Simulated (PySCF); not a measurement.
Ligands exchanged one at a time, In CH3-H. All species are isolated molecules in the gas phase. Strings in code marks are SMILES.

The brightest of the four lowest singlets (TDA) from two functionals at the same geometries (M06-2X/def2-TZVP), both in PySCF: PBE-D3(BJ)/def2-TZVP and M06-2X/def2-TZVP. Excitations are Tamm–Dancoff values on a coarser integration grid. The basis has no diffuse functions, so Rydberg states are missing or too high.

```json
[
 {"species": "0 of 3 CH3 replaced by H (`[CH3][In]([CH3])[CH3]`)", "M06-2X/def2-TZVP (eV)": "6.41"},
 {"species": "1 of 3 CH3 replaced by H (`[CH3][InH][CH3]`)", "M06-2X/def2-TZVP (eV)": "6.60"},
 {"species": "2 of 3 CH3 replaced by H (`[CH3][InH2]`)", "M06-2X/def2-TZVP (eV)": "6.92"}
]
```

What does PBE-D3(BJ)/def2-TZVP give for each?


- 0 of 3 CH3 replaced by H (`[CH3][In]([CH3])[CH3]`): 5.74
- 1 of 3 CH3 replaced by H (`[CH3][InH][CH3]`): 6.03
- 2 of 3 CH3 replaced by H (`[CH3][InH2]`): 6.50
Over these rows, drawn at random from the members with no instability flagged (it was tested for open shells, ions and some series alone), PBE minus M06-2X: mean -0.55 eV, from -0.67 eV to -0.41 eV.
